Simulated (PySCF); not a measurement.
## Energy of Rb⁺ (rubidium, charge +1) between two integer charges

The 4p beta orbital of [Kr] is emptied in steps (occupation f), with all orbitals relaxed, ending at [Ar] 3d10 4s2 4p5. All numbers are calculated (PySCF 2.14, scalar relativity by spin-free X2C-1e, in jorge-DZP-DKH (8s6p2d, 36 functions)). The exact energy is a straight line in f; departures are measured from the line between the end points of the same method.

```csv
f,UHF (eV),LDA (eV),PBE (eV),PBE0 (eV),r2SCAN (eV),LC-wPBE (eV),BHandHLYP (eV),wB97X (eV),B3LYP (eV),M06-2X (eV)
1,0.000,0.000,0.000,0.000,0.000,0.000,0.000,0.000,0.000,0.000
0.9,0.029,-0.591,-0.575,-0.427,-0.544,-0.163,-0.284,-0.196,-0.463,-0.284
0.7,0.066,-1.381,-1.340,-0.995,-1.258,-0.378,-0.664,-0.459,-1.081,-0.642
0.5,0.075,-1.643,-1.591,-1.181,-1.480,-0.447,-0.793,-0.551,-1.287,-0.721
0.3,0.061,-1.378,-1.332,-0.988,-1.227,-0.372,-0.668,-0.469,-1.081,-0.570
0.1,0.025,-0.589,-0.568,-0.422,-0.520,-0.157,-0.287,-0.205,-0.463,-0.242
0,0.000,0.000,0.000,0.000,0.000,0.000,0.000,0.000,0.000,0.000
```

For wB97X, how does the orbital energy at f = 1 compare with the removal energy?

−ε = 26.079 eV against a total-energy difference of 28.247 eV. By Janak's theorem ε = ∂E/∂f, so the gap between them reflects the curvature. Along the path −ε is 26.503 (f = 0.9), 27.357 (f = 0.7), 28.219 (f = 0.5), 29.101 (f = 0.3), 30.043 (f = 0.1) eV.

| method | E(f=0) − E(f=1) (eV) | −ε at f=1 (eV) | −ε at f=0.5 (eV) |
| --- | --- | --- | --- |
| UHF | 27.198 | 27.532 | 27.183 |
| LDA | 28.537 | 21.969 | 28.544 |
| PBE | 28.215 | 21.823 | 28.240 |
| PBE0 | 28.319 | 23.574 | 28.337 |
| r2SCAN | 28.442 | 22.373 | 28.540 |
| LC-wPBE | 28.388 | 26.578 | 28.406 |
| BHandHLYP | 28.235 | 25.090 | 28.223 |
| wB97X | 28.247 | 26.079 | 28.219 |
| B3LYP | 28.339 | 23.195 | 28.340 |
| M06-2X | 28.209 | 25.029 | 28.453 |

Reference removal energy between the ground levels: 27.290 eV (measured; NIST Atomic Spectra Database, ionization energies). The calculation has no spin-orbit coupling. UHF lacks correlation.
